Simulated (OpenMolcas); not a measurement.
**F II: CASPT2 settings compared**

| Item | Value |
| --- | --- |
| Program | OpenMolcas |
| Basis | ANO-RCC-VQZP [5s4p3d2f1g] |
| Scalar Hamiltonian | DKH2, point nucleus |
| Active space | 6 electrons in 8 orbitals (2s 2p 3s 3p) |
| State averaging | 2S+1 = 3 even, 3 roots; 2S+1 = 1 even, 6 roots kept (CI in the orbitals of an earlier block); 2S+1 = 3 odd, 3 roots; 2S+1 = 1 odd, 3 roots kept (CI in the orbitals of an earlier block, 0 in the spin-orbit step) |
| Spin-orbit coupling | RASSI with atomic mean-field integrals over the reference wave functions, term energies averaged over their components |

Methods on the same reference wave functions:
A. CASSCF
B. SS-CASPT2, IPEA 0.1 Eh, no level shift (closed shells correlated: none)
C. SS-CASPT2, IPEA 0.1 Eh, sigma1 regulariser 0.25 Eh (closed shells correlated: 1s)
D. SS-CASPT2, IPEA 0.15 Eh, imaginary shift 0.5 Eh (closed shells correlated: 1s)

Energies in cm-1 above 2s2 2p4 3P2, the measured ground level; measured values from NIST Handbook of Basic Atomic Spectroscopic Data.

```json
{"Level": "2s2 2p4 3P2", "A": "0.0", "B": "0.0", "C": "0.0", "D": "0.0", "Measured": "0.0"}
{"Level": "2s2 2p4 3P1", "A": "307", "B": "308", "C": "308", "D": "308", "Measured": "341"}
{"Level": "2s2 2p4 3P0", "A": "455", "B": "456", "C": "456", "D": "456", "Measured": "490"}
{"Level": "2s2 2p4 1D2", "A": "22912", "B": "21168", "C": "21189", "D": "21175", "Measured": "20873"}
{"Level": "2s2 2p4 1S0", "A": "41353", "B": "44832", "C": "44912", "D": "44883", "Measured": "44918"}
{"Level": "2s 2p5 3P* 2", "A": "173658", "B": "166631", "C": "166254", "D": "166356", "Measured": "164798"}
{"Level": "2s 2p5 3P* 1", "A": "173958", "B": "166931", "C": "166554", "D": "166656", "Measured": "165107"}
{"Level": "2s 2p5 3P* 0", "A": "174108", "B": "167081", "C": "166704", "D": "166806", "Measured": "165279"}
```

Deviations, from unrounded energies. A percentage is the sum of absolute deviations over the sum of measured energies, with the sign that they share, or ± where signs differ.

```csv
Against measurement,Levels,A,B,C,D
mean absolute deviation (cm-1),7,4600,840,670,720
fine structure of the ground term (%),2,-8.2,-8.1,-8.1,-8.1
other terms of the ground configuration (%),2,±8.5,±0.6,±0.5,±0.5
other configurations (%),3,+5.4,+1.1,+0.9,+0.9
```

C lies closest to measurement on these levels and A furthest from it. The largest miss of C in the table is 2s 2p5 3P* 2, by +1500 cm-1. The ranking rests on the paired levels alone, and a cruder setting can come out closer through cancelling errors.

Among B to D the level of the table that moves most is 2s 2p5 3P* 2, by 380 cm-1 (lowest in C, highest in B).

From A to B the spin-free energies of the other terms of 2s2 2p4 shown, above 3P, scale by factors of 0.92 to 1.08.

The lowest spin-free term lies below A's lowest term by 0.112 hartree in B, 0.126 hartree in C, 0.125 hartree in D.

Terms from blocks run as CI alone lack orbitals of their own. Active for correlation alone: 3p 3s; no level in the range computed is led by a configuration that fills them, so any true level of that kind is missing. Without dynamic correlation excited terms often stand tens of per cent too high (terms of higher spin than the ground term too low), and those without a measured partner can miss by more than the paired ones (holds for A). Measured partners are found by configuration, term and J. A level has none where our copy of the source lacks it or the pairing is in doubt (some pairs that miss far off the trend of their configuration count as doubtful), and it then counts in no deviation. Levels of configurations outside the active space are missing.

* marks odd parity.
